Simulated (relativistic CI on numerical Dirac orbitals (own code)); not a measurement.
Electric-dipole transitions in Re XLII

These numbers are calculated, not measured: Dirac-Coulomb-Breit CI, KLI orbitals optimised for each configuration, model QED (radiative potential, 1s self-energy scaled to tabulated hydrogen-like ionisation energies), unscaled Slater integrals (own radial code, finite nucleus).

Configuration list (outside the closed core [Ar] 3d10): 4s2 4p4, 4s 4p5, 4s2 4p3 4d, 4p6, 4s 4p4 4d, 4s2 4p3 4f, 4s 4p4 4f, 4p5 4d, 4s 4p3 4d2, 4s2 4p2 4d 4f, 4p5 4f, 4p4 4d 4f, 4s 4p3 4f2, 4s2 4p3 5s, 4p5 5s, 4s2 4p3 5p, 4s 4p3 4d 5s, 4s2 4p2 4f 5s, 4s 4p4 5s, 4s2 4p3 5d, 4s 4p4 5p, 4s2 4p3 5f, 4s2 4p3 5g, 4s 4p4 5d, 4p4 4f 5s, 4s 4p4 5f, 4s2 4p3 6s, 4s2 4p2 4d2, 4s2 4p 4d3, 4s 4p2 4d3, 4s2 4p 4d2 4f, 4s 4p2 4d2 4f, 4s2 4p 4d2 5s, 4p4 4d2, 4p3 4d3, 4p3 4d2 4f, 4p3 4d2 5s, 4s2 4p2 4d 5s, 4s 4p2 4d2 5s, 4s2 4p 4d 4f 5s, 4s 4p2 4d 4f 5s, 4s2 4p 4d 5s2, 4p4 4d 5s, 4p3 4d 4f 5s, 4p3 4d 5s2, 4s2 4p2 5s2, 4s 4p2 4d 5s2, 4s2 4p 4f 5s2, 4s 4p2 4f 5s2. Double excitations out of closed p, d and f shells are left out; levels of such configurations are missing from the list, as are those of other unlisted configurations, and high levels can miss mixing partners. These lack a partner that the ground configuration has and come out too high: 4s2 4p3 5p, 4s2 4p3 5d, 4s 4p4 5p, 4s2 4p3 5f, 4s2 4p3 5g.

```
λ vac (nm)                  Lower                   Upper   A (s⁻¹)        gf  Branching (%)
    4.4018   4s2 4p3 4d 3F°_3 [8]  4s2 4p2 4d2 3F_3 [105]  2.44e+12  4.95e+00           87.8
    4.4198   4s2 4p3 4d 3F°_3 [8]  4s2 4p2 4d2 3D_2 [104]  1.66e+12  2.44e+00           64.8
    4.4285  4s2 4p3 4d 3F°_4 [10]  4s2 4p2 4d2 3D_3 [129]  1.32e+12  2.71e+00           96.2
    4.4404  4s2 4p3 4d 3F°_4 [10]  4s2 4p2 4d2 3G_5 [126]  9.94e+11  3.23e+00           99.6
    4.4495  4s2 4p3 4d 3F°_4 [10]  4s2 4p2 4d2 3F_4 [124]  1.09e+12  2.90e+00           95.1
    4.4803   4s2 4p3 4d 3P°_2 [9]  4s2 4p2 4d2 3P_2 [122]  1.71e+12  2.57e+00           96.2
    4.4897   4s2 4p3 4d 3P°_2 [9]  4s2 4p2 4d2 3D_3 [121]  1.50e+12  3.18e+00           94.6
    4.4974       4s2 4p4 3P_2 [1]   4s2 4p3 4d 1P°_1 [26]  1.41e+12  1.28e+00           99.5
    4.4991  4s2 4p3 4d 3F°_4 [10]  4s2 4p2 4d2 5D_4 [120]  1.08e+12  2.95e+00           96.4
    4.4991       4s2 4p4 3P_2 [1]   4s2 4p3 4d 3D°_3 [25]  1.74e+12  3.69e+00           99.9
    4.5017       4s2 4p4 3P_2 [1]   4s2 4p3 4d 3P°_2 [24]  2.02e+12  3.06e+00           99.7
    4.5064       4s2 4p4 1S_0 [2]   4s2 4p3 4d 3D°_1 [31]  1.94e+12  1.77e+00           97.0
    4.5717       4s2 4p4 1D_2 [4]   4s2 4p3 4d 1F°_3 [62]  1.62e+12  3.56e+00          100.0
    5.4228   4s2 4p3 4d 3D°_2 [5]     4s 4p4 4d 3G_3 [72]  6.68e+11  2.06e+00           60.5
    5.5125  4s2 4p3 4d 3G°_4 [20]   4s2 4p3 4f 1H_5 [167]  9.34e+11  4.68e+00           83.3
    5.6734   4s2 4p3 4d 3F°_3 [8]    4s2 4p3 4f 3G_4 [65]  7.63e+11  3.31e+00           92.2
    5.7018       4s2 4p4 1D_2 [4]       4s 4p5 3P°_1 [40]  1.23e+12  1.79e+00           96.1
    6.0404       4s2 4p4 3P_1 [3]   4s2 4p3 4d 1D°_2 [37]  6.57e+11  1.80e+00           57.0
    6.2834       4s2 4p4 1D_2 [4]   4s2 4p3 4d 1F°_3 [36]  6.46e+11  2.68e+00           93.9
    6.3970       4s2 4p4 3P_2 [1]   4s2 4p3 4d 3D°_3 [11]  4.76e+11  2.04e+00          100.0
```

Terms are leading LS components. Brackets give the number of a level in order of energy, since labels repeat. The list gives strong lines, with weight on those to low levels, without lines whose two gauges differ by over a factor of 2.5, among the lowest 400 of 10723 levels, so that lines to higher ones, which can be the strongest, are missing. Levels whose partners in the same complex of configurations lie outside the list can be far off, and so can their lines. Rates are taken at the computed energies, electric ones in the length gauge.

At this charge energies of transitions that change n are usually good to better than 1 %, and those within a shell (Δn = 0) to a few per cent.

LS names give the leading component of a level, which can be under half, so a name can repeat, a term be missing and a line seem to break the LS rules.
